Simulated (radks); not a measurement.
Task: These are the eigenvalues of the occupied orbitals of an atom or ion with whole-number occupations (eV). Calculated with a radial shooting solver on a logarithmic mesh with Libxc functionals: Dirac Kohn-Sham, BLYP, spin-unpolarised, spherical densities, finite nucleus; Fermi nuclear charge, rms radius of each element as measured or else 0.836 A^(1/3) + 0.57 fm.

1s1/2: -25348.85
2s1/2: -3754.797
2p1/2: -3491.901
2p3/2: -3316.421
3s1/2: -710.6046
3p1/2: -605.9514
3p3/2: -574.9672
3d3/2: -389.4648
3d5/2: -383.2232
4p1/2: -85.0917
4p3/2: -79.6977
4d3/2: -28.0102
4d5/2: -27.3073
5p1/2: -9.8827

Which element is it, and in what charge state? The configuration may be excited. Open shells, if any, fill j = l - 1/2 first.

Result: Z = 47, silver, charge +1: Ag+ in [Ar] 3d10 4p6 4d10 5p2. The list shows which subshells hold electrons but not how many an open one holds; the 1s level, -931.55 hartree, gives Z - s = 43.2 by -(Z - s)^2/2, which with screening and relativity narrows Z to a few neighbours, and the depths of the outer levels then fix element, charge and occupations together.
